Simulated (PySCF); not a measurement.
**As⁺ (arsenic, charge +1) across methods**

[Ar] 3d10 4s2 4p1 4d1, one real determinant (an excited configuration). Computed with PySCF 2.14 in aug-cc-pVTZ-PP with one added diffuse shell each of s, d, f type with ECP10MDF (7s5p5d3f, 68 functions), with a scalar-relativistic core potential.

```csv
method,E (hartree),mean ε 4s β (eV),mean ε 4p α (eV),mean ε 4d α (eV),Σ⟨r²⟩ (bohr²),⟨S²⟩
UHF,-330.45231,-29.445,-21.439,-6.801,46.17,2.007
PBE,-331.6700,-25.484,-16.413,-5.691,41.46,2.001
BP86,-331.8144,-25.728,-16.501,-5.785,41.35,2.001
PBEsol,-331.3296,-25.513,-16.397,-5.627,41.34,2.001
B3LYP,-331.7198,-26.800,-17.453,-5.974,42.24,2.001
PBE0,-331.6261,-26.713,-17.788,-6.094,42.04,2.002
r2SCAN,-331.5283,-25.889,-16.909,-5.626,41.43,2.003
M06-L,-331.7027,-25.634,-16.565,-5.518,42.41,2.002
```

**Question.** Estimate the same row for LDA.

**Answer.** E (hartree) = -331.1487; mean ε 4s β (eV) = -25.952; mean ε 4p α (eV) = -16.464; mean ε 4d α (eV) = -5.573; Σ⟨r²⟩ (bohr²) = 41.41; ⟨S²⟩ = 2.000.

⟨L²⟩ = 8.00 against 12 for a pure F term, so this real determinant mixes terms. Energies and moments cover only the electrons outside the core potential. The outer electron is Rydberg-like, and this basis confines it to a smaller radius and binds it less than a complete one would.
